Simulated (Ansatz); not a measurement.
`BCC(C)[SiH3]`. The species carries charge 0 and has multiplicity 1.

```tsv
atom	x (Å)	y (Å)	z (Å)
B1	-2.2745	-0.0924	0.2430
C2	-0.9216	-0.6548	-0.2582
C3	0.3764	-0.1343	0.3605
C4	1.5753	-1.0237	0.0458
Si5	0.6711	1.6391	-0.2011
H6	-3.2761	-0.2796	-0.3865
H7	-2.3581	0.4564	1.3061
H8	-0.8604	-0.6921	-1.3532
H9	-1.0582	-1.7244	0.0189
H10	0.2427	-0.0890	1.4490
H11	1.4113	-2.0436	0.4090
H12	1.7470	-1.0864	-1.0331
H13	2.4950	-0.6520	0.5052
H14	1.8452	2.2435	0.4863
H15	-0.5342	2.4700	0.0791
H16	0.9190	1.6633	-1.6706
```

List the harmonic frequencies (cm⁻¹, unscaled) at PBE0-D4/def2-TZVP in Ansatz. (An estimate is asked.)

Ansatz gave: 107, 141, 158, 223, 242, 259, 271, 401, 500, 578, 635, 702, 780, 920, 923, 942, 944, 986, 994, 1027, 1077, 1125, 1154, 1218, 1267, 1286, 1344, 1402, 1406, 1488, 1491, 2205, 2209, 2218, 2569, 2648, 2899, 3030, 3030, 3051, 3097, 3112.

Is this a minimum?

Yes, all 42 modes are real.

Give the ideal-gas thermochemistry at 298.15 K and 1 bar (rigid rotor, harmonic oscillator; point group C1, symmetry number 1).

Zero-point energy 335.3 kJ/mol; H(298) − E = 359.5 kJ/mol; entropy 360.0 J/(mol·K), of which translation 164.4, rotation 112.6, vibration 82.9; G(298) − E = 252.2 kJ/mol.

And at 400, 500, 600, 800 and 1000 K?


```csv
T (K),H − E (kJ/mol),S (J/mol/K),G − E (kJ/mol)
400,374.9,403.9,213.3
500,393.0,444.3,170.9
600,413.9,482.3,124.5
800,462.0,551.2,21.0
1000,516.5,612.0,-95.4
```
